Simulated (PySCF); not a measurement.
## Radial density of B²⁺ (boron, charge +2)

M06, [He] 2p1, 2P determinant (an excited configuration). All numbers are calculated (PySCF 2.14, the non-relativistic Hamiltonian (point nucleus), in aug-cc-pVQZ).

```
r (bohr)  4πr²ρ (e/bohr)  4πr²(ρα − ρβ)
 0.00493         0.02017        -0.0001
 0.00829         0.05509        -0.0002
  0.0140          0.1474        -0.0004
  0.0235          0.3792        -0.0011
  0.0395          0.9155        -0.0025
  0.0664           1.985        -0.0050
   0.112           3.607        -0.0068
   0.188           4.911         0.0031
   0.316           4.209         0.0575
   0.531           1.849         0.2252
   0.894          0.6895         0.5087
    1.50          0.5641         0.5614
    2.53          0.1774         0.1774
    4.25        0.007759         0.0078
```

Problem. Where is the radial spin density 4πr²(ρα − ρβ) most negative, and why is it negative at all?

Solution. Around r = 0.112 bohr, down to -0.0068 e/bohr: exchange with the open shell polarises the paired shells in an unrestricted calculation.
